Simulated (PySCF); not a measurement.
A PySCF script (with the pyscf-properties extension) for the NMR shieldings of `BO[C@@H](F)CC`, C3H8BFO, on a GFN2-xTB geometry:

```python
import basis_set_exchange as bse
import numpy as np
from pyscf import gto, dft
from pyscf.prop import nmr

atoms = """
B     2.117444   -0.867049    0.522827
O     1.243368   -0.467457   -0.394357
C     0.516878    0.707815   -0.336182
F     1.082106    1.581950   -1.241595
C    -0.941554    0.473833   -0.717644
C    -1.669962   -0.322578    0.356385
H     2.654489   -1.879612    0.293250
H     2.312407   -0.247606    1.507866
H     0.610405    1.200732    0.647723
H    -1.412612    1.447659   -0.861105
H    -0.957455   -0.064582   -1.666678
H    -1.671436    0.217709    1.300702
H    -1.184875   -1.283903    0.509265
H    -2.699881   -0.497383    0.057376
"""
names = dict.fromkeys(["B", "O", "C", "F", "H"], "pcSseg-1")
basis = {el: gto.basis.parse(bse.get_basis(n, elements=[el], fmt="nwchem")) for el, n in names.items()}
mol = gto.M(atom=atoms, basis=basis, charge=0, verbose=0)
mf = dft.RKS(mol, xc="PBE0")
mf.grids.level = 2
mf.grids.alignment = dft.numint.BLKSIZE   # the property module wants whole blocks of grid points
mf.conv_tol = 1e-9
mf.kernel()

calc = nmr.RKS(mf)   # GIAO
C = mf.mo_coeff
Co = C[:, mf.mo_occ > 0]
resp = mf.gen_response(singlet=True, hermi=2)
def vind(x):   # induced exchange potential for any number of trial vectors
    d = np.einsum("pi,xij,qj->xpq", C, 2 * x.reshape(-1, C.shape[1], Co.shape[1]), Co, optimize=True)
    return np.einsum("xpq,pi,qj->xij", resp(d - d.transpose(0, 2, 1)), C, Co, optimize=True).ravel()
mo1, _ = nmr.rhf.solve_mo1(calc, with_cphf=vind)
sigma = calc.kernel(mo1)
for i, s in enumerate(sigma):   # ppm
    print("%2d %-2s %9.2f" % (i, mol.atom_pure_symbol(i), np.trace(s) / 3))
```

Question: What are the results?

Answer: 
```
 0 B      53.17
 1 O      70.69
 2 C      64.70
 3 F     297.22
 4 C     153.37
 5 C     176.51
 6 H      26.61
 7 H      26.39
 8 H      26.09
 9 H      29.80
10 H      29.62
11 H      30.95
12 H      30.85
13 H      30.51
```

These numbers come from an equivalent density-fitted implementation of the same equations, which agrees with the script to about 0.01 ppm for H and up to a few tenths of a ppm for heavy atoms, so last digits may differ.

Size and cost of the density-fitted run: 142 basis functions, roughly 50 core-seconds.
